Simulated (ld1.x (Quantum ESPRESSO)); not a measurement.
# Pseudopotential generation for phosphorus: TM, revPBE, scalar-relativistic.

ld1.x (Quantum ESPRESSO) 7.5 input, shortened:

```
&input
   title='P', zed=15., rel=1, dft='REVPBE', iswitch=3,
   config='[Ne] 3s2 3p3'
 /
 &inputp
   pseudotype=2, tm=.true., lloc=-1, rcloc=1.45,
   nlcc=.false.
 /
2
3S  1  0   2.00   0.00  1.20  1.20  0.0
3P  2  1   3.00   0.00  1.85  1.85  0.0
 &test
   configts(1)='3s2 3p3'
 /
```

Problem. Does the generator finish with these settings?

Solution. Yes, a potential is produced and its reference levels are reproduced.

Problem. Estimate the cutoffs (Ry, on a coarse ladder) from which the occupation-weighted sum of valence levels, in a spherical-Bessel basis at the reference potential, stays within 10 and 1 mRy of its value at 400 Ry.

Solution. 45 Ry and 100 Ry.

Problem. Does the potential have ghost states?

Solution. No extra level below or beside the all-electron valence levels (s, p, d, f tested).

Problem. Which valence shell sets the plane-wave cutoff?

Solution. 3s: its level needs 90 Ry to come within 1 mRy, against 18 Ry for 3p.

Problem. Tests: 3s2 3p2; 3s2 3p1; 3s2 3p0; 3s0 3p5; 3s1 3p4; 3s2 3p3.3; 3s1 3p3. Which has the largest error in its energy relative to the reference configuration, and how large is it?

Solution. 3s2 3p0, with +68 meV (all-electron minus pseudo) on +58.53 eV.
